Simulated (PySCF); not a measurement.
Species: CH₇F₃OSi₃.
SMILES with atom numbers: `[F:1][Si:2]([F:3])([F:4])[O:5][CH:6]([SiH3:7])[SiH3:8]` (hydrogens: H9 on C6; H10, H11, H12 on Si7; H13, H14, H15 on Si8)

Geometry (GFN2-xTB, Å), atoms numbered from 1 in this order:
```
atom  x, y, z in Å
F1     2.939    0.120   -1.300
Si2    2.311    0.396    0.130
F3     3.229   -0.293    1.210
F4     2.461    1.964    0.307
O5     0.866   -0.188    0.350
C6    -0.389    0.005   -0.349
Si7   -1.417    1.243    0.687
Si8   -1.088   -1.760   -0.583
H9    -0.175    0.443   -1.328
H10   -1.696    0.628    1.983
H11   -0.640    2.471    0.855
H12   -2.646    1.503   -0.064
H13   -2.331   -1.637   -1.347
H14   -1.328   -2.332    0.740
H15   -0.102   -2.557   -1.314
```

Computed with TDDFT PBE0/def2-SVPD, vertical, gas phase, core orbitals frozen in the response in PySCF 2.14.0, density-fitted response routines.

Kohn–Sham orbitals with the atoms that hold most of them (Löwdin shares over 4%, at most four atoms; ? is withheld):

```csv
orbital,ε (eV),atoms
LUMO+2,0.35,"Si7 21%, Si8 21%, Si2 9%, H11 8%"
LUMO+1,0.15,"Si7 20%, Si8 20%, O5 9%, C6 8%"
LUMO,-0.39,"Si2 19%, Si7 14%, Si8 13%, C6 9%"
HOMO,?,?
HOMO-1,-9.42,?
HOMO-2,-10.04,"Si8 23%, Si7 20%, H15 17%, H11 14%"
HOMO-3,-10.19,"Si8 24%, H14 19%, Si7 18%, H10 14%"
```

(1) Give the leading atoms of the HOMO-1.

(2) Give the leading atoms of the HOMO.

(3) What is the HOMO energy, and the HOMO–LUMO gap?

## Answers

(1) C6 (bonded to O, 2 Si and H) 25%; O5 (bonded to C and Si) 20%; Si8 (bonded to C and 3 H) 11%; Si7 (bonded to C and 3 H) 11%. By element: carbon 25%, silicon 22% or more, oxygen 20%.

(2) C6 (bonded to O, 2 Si and H) 29%; O5 (bonded to C and Si) 28%; Si7 (bonded to C and 3 H) 13%; Si8 (bonded to C and 3 H) 12%. By element: carbon 29%, oxygen 28%, silicon 25% or more.

(3) ε(HOMO) = -8.43 eV; the gap is 8.04 eV (0.2955 hartree).

Problem. The HOMO–LUMO gap is 8.04 eV. Where does the response calculation put the lowest singlet, and from which orbitals?

Solution. S1 is at 6.76 eV (f = 0.021), 1.28 eV below the gap, made of HOMO→LUMO (95%). Without the coupling terms of the response equations the lowest excitation would equal the gap.

Problem. One configuration dominates each of S1, S2, S4 and S7. Which, and how do the shares of the two leading atoms of either orbital change from the occupied to the empty one?

Solution. 
- S1 (6.76 eV, f 0.021), HOMO→LUMO (95%): C6 29% → 9%, O5 28% → at most 9%, Si2 at most 12% → 19%, Si7 13% → 14%
- S2 (7.29 eV, f 0.0033), HOMO→LUMO+1 (93%): C6 29% → 8%, O5 28% → 9%, Si7 13% → 20%, Si8 12% → 20%
- S4 (7.74 eV, f 0.0035), HOMO-1→LUMO (94%): C6 25% → 9%, O5 20% → at most 9%, Si2 at most 11% → 19%, Si7 11% → 14%
- S7 (8.21 eV, f 0.0056), HOMO-1→LUMO+1 (84%): C6 25% → 8%, O5 20% → 9%, Si7 11% → 20%, Si8 11% → 20%

One conformer stands for the species.
